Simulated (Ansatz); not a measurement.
The first iterations of a band of CH₄FNSi (8 atoms, charge 0, multiplicity 1).

These are results of RKS B3LYP/def2-SVP in Ansatz, not measurements.

```json
{
 "movable images": "5",
 "climbing image": "yes",
 "spring": "5.0 eV/Å²",
 "optimiser": "quadratic models (default)",
 "start path": "through a guess of the saddle point",
 "force threshold": "0.05 eV/Å",
 "iteration limit": "55",
 "end points": "relaxed"
}
```

Initial state:

```xyz
8
Properties=species:S:1:pos:R:3
C -0.245 1.097 -0.417
Si -0.041 -0.663 0.121
N 1.146 -1.165 1.048
F -1.268 -1.518 -0.522
H 0.576 1.708 -0.016
H -0.247 1.166 -1.517
H -1.206 1.498 -0.060
H 1.286 -2.122 1.363
```

Final state:

```xyz
8
Properties=species:S:1:pos:R:3
C -0.233 1.047 -0.367
Si -0.052 -0.782 -0.022
N 0.719 -1.687 1.035
F -0.943 -1.550 -1.134
H 0.758 1.507 -0.502
H -0.839 1.220 -1.268
H -0.715 1.543 0.491
H 1.306 -1.296 1.768
```

| iteration | highest image above the first end (eV) | largest band force component (eV/Å) |
| --- | --- | --- |
| 1 | 1.115 | 8.965 |
| 2 | 0.464 | 0.962 |
| 3 | 0.372 | 0.798 |
| 4 | 0.368 | 0.897 |
| 5 | 0.321 | 0.687 |
| 6 | 0.258 | 0.490 |
| 7 | 0.251 | 0.464 |

Problem. Does the band converge within its limit, and where does its top end?

Solution. The run converged. It ended after 21 iterations with the highest image 0.214 eV above the first end. A structure lower than the last end lies on the path between it and the top, so the climb from that side starts below the end, which may itself be a saddle point or a shallow side well. A vibrational analysis at the climbing image gives one clearly imaginary mode, 416i cm⁻¹: a first-order saddle point.

Time of the run: 5.3 min on 1 CPU thread of a shared host.
